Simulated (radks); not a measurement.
Excited configurations of neutral gold: one electron is placed in a higher orbital outside [Xe] 4f14 5d10. The ground configuration is [Xe] 4f14 5d10 6s1. All-electron calculation, scalar-relativistic Kohn-Sham, r2SCAN, spin-polarised, spherical densities, finite nucleus; open shells are filled with parallel spins first (spin-orbit coupling, left out, can overturn this in heavy ions); meta-GGA in the generalised Kohn-Sham scheme; Fermi nuclear charge, rms radius 5.4371 fm. Program: a radial shooting solver on a logarithmic mesh with Libxc functionals. Excitation = E - E(ground); binding = E(ion) - E, where the ion is the core of charge +1; n* = 1/sqrt(2 binding) in atomic units, and the quantum defect is n - n*.

[
 {"outer orbital": "6p", "excitation (eV)": "5.515", "binding (eV)": "4.033", "n*": "1.837", "quantum defect": "4.163", "eigenvalue (eV)": "-1.981", "<r> (bohr)": "4.551"},
 {"outer orbital": "6d", "excitation (eV)": "8.043", "binding (eV)": "1.505", "n*": "3.007", "quantum defect": "2.993", "eigenvalue (eV)": "-0.698", "<r> (bohr)": "10.72"},
 {"outer orbital": "7p", "excitation (eV)": "7.789", "binding (eV)": "1.759", "n*": "2.782", "quantum defect": "4.218", "eigenvalue (eV)": "-1.047", "<r> (bohr)": "11.38"},
 {"outer orbital": "7d", "excitation (eV)": "8.632", "binding (eV)": "0.916", "n*": "3.854", "quantum defect": "3.146", "eigenvalue (eV)": "-0.521", "<r> (bohr)": "20.50"},
 {"outer orbital": "7f", "excitation (eV)": "9.118", "binding (eV)": "0.430", "n*": "5.624", "quantum defect": "1.376", "eigenvalue (eV)": "-0.267", "<r> (bohr)": "45.86"}
]

The Delta-SCF ionisation energy is 9.548 eV (NIST Atomic Spectra Database: 9.226 eV, measured). Self-interaction in the functional shifts the binding energies and quantum defects, so they are the method's values and not measured ones.
